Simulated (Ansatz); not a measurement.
Consider the atomization: `[O][Ga]([Cl])[Cl]`• → 2 Cl• + Ga• + O•.

Program: Ansatz. Geometries: PBE0-D4/def2-TZVP. ΔE: electronic, gas phase. CBS: MP2 limit from def2 TZ/QZ plus the TZ coupled-cluster correction, frozen cores. This one scheme is used for every species, atoms too. Functionals use def2-TZVPP. No spin–orbit coupling; open shells (•) take unrestricted orbitals. Spin–orbit coupling would lower the free atoms: a little for Cl, O; clearly for Ga. Bonds to Ga are less sure, by a few kJ/mol each and by 10 to 20 or more in all where they break to atoms, as the def2 sets lack core-valence functions. Scalar relativity is left out up to krypton.

`[O][Ga]([Cl])[Cl]`•:

Z-matrix (Å, degrees):
```
Ga
O 1 1.794
Cl 1 2.110 2 118.5
Cl 1 2.110 2 118.5 3 -180.0
```

| level | ΔE (eV) |
| --- | --- |
| PBE-D4 | 11.16 |
| r2SCAN0-D4 | 10.78 |
| BLYP | 10.28 |
| r2SCAN0 | 10.75 |
| CCSD/def2-SVP | 9.75 |
| CCSD(T)/def2-SVP | 9.94 |
| HF/def2-QZVPP | 7.54 |
| CCSD/CBS(def2) | 10.52 |

(1) What does CCSD(T)/CBS give? (An estimate is asked.)

Largest T1 diagnostic among the species: 0.013.

## Answers

(1) Computed: +10.83 eV. The listed levels differ from it by 0.33, -0.05, -0.55, -0.08, -1.08, -0.89, -3.29, -0.31 eV.

From PBE to PBE0 (25 % exact exchange), in def2-TZVPP and without D4, ΔE moves by −0.30 eV: exact exchange takes away binding that semilocal exchange gives to molecules. Leaving LDA and LC-ωPBE aside and taking each functional with its dispersion term where it has one, the values, not all of them listed here, spread over 1.05 eV, from BHLYP-D4 to r2SCAN-D4. LDA lies +1.82 eV from PBE without D4, its usual overbinding.

For atomizations the MP2-based limit and the directly extrapolated one differ by several kJ/mol either way, and by 10 to 25 for some Ge, Se and Sn compounds, so smaller differences from it don't rank the levels.
